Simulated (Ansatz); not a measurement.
Reaction (redistribution): `CN([SiH2]O)[SiH2]O` + `[F][Ga]([SH])[SH]` → `CN([SiH2]O)[SiH2]F` + `[OH][Ga]([SH])[SH]`

Calculated with Ansatz (gas phase, PBE0-D4/def2-TZVP geometries, no zero-point term in ΔE). CCSD(T)/CBS adds triple-zeta CCSD(T) − MP2 to the extrapolated MP2 energy (def2 sets, frozen cores). Functionals use def2-TZVPP. B3LYP here is the variant with VWN-RPA as its local correlation; programs differ in this. For Ga outer-core shells are correlated without core-valence functions, which leaves a few kJ/mol of doubt a bond. Scalar relativity is left out up to krypton. One conformer a species, not always the lowest.

| level | ΔE (kJ/mol) | difference from CCSD(T)/CBS |
| --- | --- | --- |
| r2SCAN-D4 | -18.5 | 8.3 |
| PBE0-D4 | -18.8 | 8.0 |
| B3LYP-D4 | -19.2 | 7.6 |
| ωB97X-V | -19.8 | 7.0 |
| ωB97M-V | -19.8 | 7.0 |
| B2PLYP | -23.2 | 3.6 |
| HF/def2-TZVPP | -21.7 | 5.1 |
| MP2/def2-TZVPP | -25.7 | 1.1 |
| SCS-MP2/def2-TZVPP | -25.6 | 1.2 |
| CCSD/def2-TZVPP | -24.0 | 2.8 |
| CCSD(T)/def2-TZVPP | -24.0 | 2.8 |
| HF/def2-QZVPP | -22.0 | 4.8 |
| SCS-MP2/def2-QZVPP | -27.1 | -0.3 |
| HF/CBS(def2) | -22.0 | 4.8 |
| MP2/CBS(def2) | -28.5 | -1.7 |
| CCSD/CBS(def2) | -26.8 | 0.0 |
| CCSD(T)/CBS | -26.8 | 0 |

Largest T1 diagnostic among the species: 0.013.
